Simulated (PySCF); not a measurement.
C2H3BrClIn. Atoms are numbered in the order given.

```xyz
8

In    -0.1320    -0.5032     0.0000
Cl     1.6609    -2.0434     0.0000
Br     0.5703     1.9033     0.0000
C     -2.2178    -0.9901     0.0000
C     -3.1375    -0.0087     0.0000
H     -2.5109    -2.0539     0.0000
H     -4.2198    -0.2355     0.0000
H     -2.8650     1.0611     0.0000
```

Geometry: PBE-D3(BJ)/def2-SVP. The structure was generated by enumeration; whether it is a known compound was not checked. The def2 effective core potentials stand for the cores of In; spin–orbit coupling is left out. One conformer was computed; it need not be the lowest.

Level of theory: PBE-D3(BJ)/def2-SVP (PySCF).

Frequencies are harmonic and unscaled.

```csv
mode,ν (cm⁻¹),IR (km/mol),moving atoms (share of kinetic energy)
1,53,1.2,"C 50 %, Br 20 %, H 15 %, In 12 %"
2,56,1.1,"C 34 %, In 26 %, Cl 23 %, H 16 %"
3,81,5.3,"Cl 58 %, Br 20 %, In 18 %"
4,117,2.3,"C 37 %, H 34 %, In 20 %"
5,237,23.3,"Br 56 %, In 31 %"
6,258,2.5,"C 63 %, H 19 %, In 9 %"
7,355,55.4,"Cl 71 %, In 25 %"
8,446,27.0,"H 71 %, C 28 %"
9,500,24.2,"C 67 %, H 21 %, In 11 %"
10,946,9.4,"H 88 %, C 12 %"
11,948,15.4,"H 72 %, C 28 %"
12,985,23.4,H 94 %
13,1181,46.1,"H 73 %, C 27 %"
14,1359,11.8,"H 85 %, C 15 %"
15,1599,2.5,"C 86 %, H 14 %"
16,3040,8.3,H 95 %
17,3101,2.5,"H 91 %, C 9 %"
18,3135,0.6,"H 89 %, C 11 %"
```
